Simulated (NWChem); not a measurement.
System: InSi2H7; SMILES [SiH3][InH][SiH3]

Input file for NWChem:

```
start job
memory heap 200 mb stack 900 mb global 1100 mb
geometry units angstroms noautoz
  In    -0.584676     0.001520     0.000000
  H     -2.326912    -0.007933     0.000000
  Si     0.631394     0.002965    -2.290343
  H      0.197109     1.175815    -3.116290
  H      2.121284     0.060937    -2.164560
  H      0.287575    -1.236220    -3.060597
  Si     0.631394     0.002965     2.290343
  H      0.197109     1.175815     3.116290
  H      0.287575    -1.236220     3.060597
  H      2.121284     0.060937     2.164560
end
basis spherical
  In library def2-svp
  H library def2-svp
  Si library def2-svp
end
ecp
  In library def2-ecp
end
dft
  xc b3lyp
  iterations 150
end
tddft
  cis
  nroots 8
  notriplet
end
task tddft energy
```

Parts of the log:

```
             Northwest Computational Chemistry Package (NWChem) 7.3.0
             --------------------------------------------------------

 CS  symmetry detected

                             Geometry "geometry" -> ""
                             -------------------------

 Output coordinates in angstroms (scale by  1.889725989 to convert to a.u.)

  No.       Tag          Charge          X              Y              Z
 ---- ---------------- ---------- -------------- -------------- --------------
    1 In                  49.0000    -0.48842513     0.00037021     0.00000000
    2 H                    1.0000    -2.23067207    -0.00678760     0.00000000
    3 Si                  14.0000     0.72764572     0.00021319     2.29034300
    4 H                    1.0000     0.29490618     1.17363429     3.11629000
    5 H                    1.0000     2.21761080     0.05622240     2.16456000
    6 H                    1.0000     0.38219455    -1.23851779     3.06059700
    7 Si                  14.0000     0.72764572     0.00021319    -2.29034300
    8 H                    1.0000     0.29490618     1.17363429    -3.11629000
    9 H                    1.0000     0.38219455    -1.23851779    -3.06059700
   10 H                    1.0000     2.21761080     0.05622240    -2.16456000

 Effective nuclear repulsion energy (a.u.)     407.8208305780

      Symmetry information
      --------------------

 Group name             Cs
 Group number              2
 Group order               2
 No. of unique centers     6

                                 NWChem DFT Module
                                 -----------------

 Summary of "ao basis" -> "ao basis" (spherical)
 ------------------------------------------------------------------------------
       Tag                 Description            Shells   Functions and Types
 ---------------- ------------------------------  ------  ---------------------
 In                         def2-svp                10       26   4s4p2d
 H                          def2-svp                 3        5   2s1p
 Si                         def2-svp                 8       18   4s3p1d

      Symmetry analysis of basis
      --------------------------

        a'         55
        a"         42

            General Information
            -------------------
          SCF calculation type: DFT
          Wavefunction type:  closed shell.
          No. of atoms     :    10
          No. of electrons :    56
           Alpha electrons :    28
            Beta electrons :    28
          Charge           :     0
          Spin multiplicity:     1
          Use of symmetry is: off; symmetry adaption is: on
          Maximum number of iterations: 150
          AO basis - number of functions:    97
                     number of shells:    47
          Convergence on energy requested:  1.00D-06
          Convergence on density requested:  1.00D-05
          Convergence on gradient requested:  5.00D-04

              XC Information
              --------------
                         B3LYP Method XC Potential
                     Hartree-Fock (Exact) Exchange  0.200
                        Slater Exchange Functional  0.800 local
                    Becke 1988 Exchange Functional  0.720 non-local
              Lee-Yang-Parr Correlation Functional  0.810
                  VWN I RPA Correlation Functional  0.190 local

             Grid Information
             ----------------
          Grid used for XC integration:  medium
          Radial quadrature: Mura-Knowles
          Angular quadrature: Lebedev.
          Tag              B.-S. Rad. Rad. Pts. Rad. Cut. Ang. Pts.
          ---              ---------- --------- --------- ---------
          In                  1.55      123          10.0       590
          H                   0.35       45          14.0       434
          Si                  1.10       88          13.0       590
          Grid pruning is: on
          Number of quadrature shells:   614
          Spatial weights used:  Erf1

      Superposition of Atomic Density Guess
      -------------------------------------

 Sum of atomic energies:        -799.02234363

      Non-variational initial energy
      ------------------------------

 Total energy =    -770.849940
 1-e energy   =   -1564.683811
 2-e energy   =     580.397465
 HOMO         =      -0.241277
 LUMO         =      -0.034115

      Symmetry analysis of molecular orbitals - initial
      -------------------------------------------------

  Numbering of irreducible representations:

     1 a'          2 a"

  Orbital symmetries:

     1 a"          2 a'          3 a'          4 a"          5 a'
     6 a'          7 a"          8 a'          9 a"         10 a'
    11 a"         12 a'         13 a"         14 a'         15 a'
    16 a"         17 a'         18 a"         19 a'         20 a'
    21 a"         22 a'         23 a'         24 a'         25 a"
    26 a"         27 a'         28 a"         29 a'         30 a'
    31 a"         32 a'         33 a"         34 a"         35 a'
    36 a'         37 a'         38 a"

 !! scf_movecs_sym_adapt:   26 vectors were symmetry contaminated

  Symmetry fudging

 !! scf_movecs_sym_adapt:    4 vectors were symmetry contaminated

   convergence    iter        energy       DeltaE   RMS-Dens  Diis-err
 ---------------- ----- ----------------- --------- --------- ---------
 d= 0,ls=0.0,diis     1   -773.1931663555 -9.87D+02  9.08D-03  1.82D-01

 !! scf_movecs_sym_adapt:   33 vectors were symmetry contaminated

  Symmetry fudging
 d= 0,ls=0.0,diis     2   -773.2214876734 -2.83D-02  3.03D-03  1.86D-02

 !! scf_movecs_sym_adapt:   13 vectors were symmetry contaminated

  Symmetry fudging
 d= 0,ls=0.0,diis     3   -773.2246585036 -3.17D-03  1.02D-03  7.87D-03

 !! scf_movecs_sym_adapt:    4 vectors were symmetry contaminated

  Symmetry fudging
 d= 0,ls=0.0,diis     4   -773.2261109856 -1.45D-03  8.28D-05  3.35D-05

 !! scf_movecs_sym_adapt:    2 vectors were symmetry contaminated

  Symmetry fudging
 d= 0,ls=0.0,diis     5   -773.2261155245 -4.54D-06  3.00D-05  6.26D-06

 !! scf_movecs_sym_adapt:    2 vectors were symmetry contaminated

  Symmetry fudging
  Resetting Diis
 d= 0,ls=0.0,diis     6   -773.2261165457 -1.02D-06  4.39D-06  6.72D-08

 !! scf_movecs_sym_adapt:    2 vectors were symmetry contaminated

  Symmetry fudging
 d= 0,ls=0.0,diis     7   -773.2261165564 -1.07D-08  2.27D-06  7.43D-09

         Total DFT energy =     -773.226116556443
      One electron energy =    -1566.647344694446
           Coulomb energy =      641.181828535931
    Exchange-Corr. energy =      -61.197005567066
 Nuclear repulsion energy =      213.436405169139

 Numeric. integr. density =       55.999960854526

                  Occupations of the irreducible representations
                  ----------------------------------------------

[...]

                                NWChem TDDFT Module
                                -------------------

            General Information
            -------------------
           No. of orbitals :     194
            Alpha orbitals :      97
             Beta orbitals :      97
        Alpha frozen cores :       0
         Beta frozen cores :       0
     Alpha frozen virtuals :       0
      Beta frozen virtuals :       0
         Spin multiplicity :       1
    Number of AO functions :      97
        Use of symmetry is : off
      Symmetry adaption is : on
         Schwarz screening :  0.10D-07

              XC Information
              --------------
                  B3LYP Method XC Potential
              Hartree-Fock (Exact) Exchange   0.20
                 Slater Exchange Functional   0.80 local
             Becke 1988 Exchange Functional   0.72 non-local
       Lee-Yang-Parr Correlation Functional   0.81
           VWN I RPA Correlation Functional   0.19 local

             TDDFT Information
             -----------------
          Calculation type : Tamm-Dancoff TDDFT
         Wavefunction type : Restricted singlets
          No. of electrons :      56
           Alpha electrons :      28
            Beta electrons :      28
              No. of roots :       8
          Max subspacesize :    5600
            Max iterations :     100
               Target root :       1
           Target symmetry : none
      Symmetry restriction : off
                 Algorithm : Optimal
        Davidson threshold :  0.10D-03

    8 smallest eigenvalue differences (eV)
--------------------------------------------------------
  No. Spin  Occ  Vir  Irrep   E(Occ)    E(Vir)   E(Diff)
--------------------------------------------------------
    1    1   28   29 a"       -0.251    -0.093     4.294
    2    1   27   29 a'       -0.274    -0.093     4.923
    3    1   28   30 a"       -0.251    -0.014     6.454
    4    1   26   29 a"       -0.346    -0.093     6.887
    5    1   25   29 a"       -0.348    -0.093     6.926
    6    1   24   29 a'       -0.350    -0.093     6.977
    7    1   23   29 a'       -0.350    -0.093     6.979
    8    1   27   30 a'       -0.274    -0.014     7.082
--------------------------------------------------------

  Entering Davidson iterations
  Restricted singlet excited states

  Iter   NTrls   NConv    DeltaV     DeltaE      Time
  ----  ------  ------  ---------  ---------  ---------
    1      8       0     0.85E-01   0.10+100       10.7
    2     16       0     0.31E-01   0.18E-01       10.4
    3     24       0     0.89E-02   0.19E-02        9.7
    4     32       2     0.89E-02   0.48E-03        9.3
    5     38       5     0.46E-02   0.64E-03        8.5
    6     41       6     0.83E-03   0.46E-04        5.8
    7     43       7     0.23E-03   0.22E-05        6.0
    8     44       8     0.71E-04   0.96E-07        5.2
  ----  ------  ------  ---------  ---------  ---------
  Convergence criterion met

  Ground state a'       -773.226116556443 a.u.

  ----------------------------------------------------------------------------
  Root   1 singlet a"             0.125602378 a.u.                3.4178 eV
  ----------------------------------------------------------------------------
     Transition Moments    X -0.00000   Y  0.00000   Z -0.00043
     Dipole Oscillator Strength                    0.0000000155
     Electric Quadrupole                           0.0000000875
     Magnetic Dipole                               0.0000007536
     Total Oscillator Strength                     0.0000008566

     Occ.   28  a"  ---  Virt.   29  a'       0.99656
  ----------------------------------------------------------------------------
  Root   2 singlet a'             0.145776145 a.u.                3.9668 eV
  ----------------------------------------------------------------------------
     Transition Moments    X -0.00087   Y -0.15515   Z -0.00000
     Dipole Oscillator Strength                    0.0023393887
     Electric Quadrupole                           0.0000000593
     Magnetic Dipole                               0.0000012683
     Total Oscillator Strength                     0.0023407163

     Occ.   27  a'  ---  Virt.   29  a'       0.99657
  ----------------------------------------------------------------------------
  Root   3 singlet a"             0.222653051 a.u.                6.0587 eV
  ----------------------------------------------------------------------------
     Transition Moments    X -0.00000   Y -0.00000   Z -0.88246
     Dipole Oscillator Strength                    0.1155923459
     Electric Quadrupole                           0.0000002106
     Magnetic Dipole                               0.0000000021
     Total Oscillator Strength                     0.1155925585

     Occ.   25  a"  ---  Virt.   29  a'      -0.73799
     Occ.   26  a"  ---  Virt.   29  a'      -0.16320
     Occ.   27  a'  ---  Virt.   31  a"       0.20849
     Occ.   28  a"  ---  Virt.   30  a'      -0.61212
  ----------------------------------------------------------------------------
  Root   4 singlet a"             0.223197338 a.u.                6.0735 eV
  ----------------------------------------------------------------------------
     Transition Moments    X -0.00000   Y  0.00000   Z  0.14947
     Dipole Oscillator Strength                    0.0033243555
     Electric Quadrupole                           0.0000000928
     Magnetic Dipole                               0.0000000376
     Total Oscillator Strength                     0.0033244859

     Occ.   25  a"  ---  Virt.   29  a'       0.12311
     Occ.   26  a"  ---  Virt.   29  a'      -0.98325
     Occ.   28  a"  ---  Virt.   30  a'       0.10260
  ----------------------------------------------------------------------------
  Root   5 singlet a'             0.226915865 a.u.                6.1747 eV
  ----------------------------------------------------------------------------
     Transition Moments    X -0.01335   Y  0.20455   Z -0.00000
     Dipole Oscillator Strength                    0.0063565490
     Electric Quadrupole                           0.0000000519
     Magnetic Dipole                               0.0000002837
     Total Oscillator Strength                     0.0063568846

     Occ.   23  a'  ---  Virt.   29  a'      -0.99211
     Occ.   28  a"  ---  Virt.   33  a"       0.08493
  ----------------------------------------------------------------------------
  Root   6 singlet a'             0.229974504 a.u.                6.2579 eV
  ----------------------------------------------------------------------------
     Transition Moments    X  0.16138   Y  0.02192   Z  0.00000
     Dipole Oscillator Strength                    0.0040665895
     Electric Quadrupole                           0.0000001004
     Magnetic Dipole                               0.0000000000
     Total Oscillator Strength                     0.0040666900

     Occ.   24  a'  ---  Virt.   29  a'       0.87161
     Occ.   27  a'  ---  Virt.   30  a'       0.46304
     Occ.   27  a'  ---  Virt.   32  a'       0.11582
  ----------------------------------------------------------------------------
  Root   7 singlet a"             0.236764333 a.u.                6.4427 eV
  ----------------------------------------------------------------------------
     Transition Moments    X  0.00000   Y -0.00000   Z -1.23966
     Dipole Oscillator Strength                    0.2425647418
     Electric Quadrupole                           0.0000009593
     Magnetic Dipole                               0.0000000333
     Total Oscillator Strength                     0.2425657344

     Occ.   25  a"  ---  Virt.   29  a'       0.39023
     Occ.   26  a"  ---  Virt.   30  a'       0.05367
     Occ.   27  a'  ---  Virt.   31  a"       0.13074
     Occ.   28  a"  ---  Virt.   30  a'      -0.44761
     Occ.   28  a"  ---  Virt.   32  a'       0.78340
     Occ.   28  a"  ---  Virt.   36  a'       0.05434
  ----------------------------------------------------------------------------
  Root   8 singlet a'             0.239719480 a.u.                6.5231 eV
  ----------------------------------------------------------------------------
     Transition Moments    X -0.14048   Y -0.01233   Z -0.00000
     Dipole Oscillator Strength                    0.0031779958
     Electric Quadrupole                           0.0000004815
     Magnetic Dipole                               0.0000000003
     Total Oscillator Strength                     0.0031784777

     Occ.   24  a'  ---  Virt.   29  a'      -0.30960
     Occ.   27  a'  ---  Virt.   30  a'       0.52187
     Occ.   28  a"  ---  Virt.   31  a"      -0.78293

              Target root =      1
          Target symmetry = none
      Ground state energy =   -773.226116556443
        Excitation energy =      0.125602378006
     Excited state energy =   -773.100514178437

  stored tddft:energy   -773.10051417843670
```

Level: B3LYP/def2-SVP with def2 effective core potentials on In, TDA. All runs use the structure optimised with PBE0/def2-SVP. Not confirmed as a minimum by frequencies. def2 effective core potentials on In; no spin-orbit coupling.
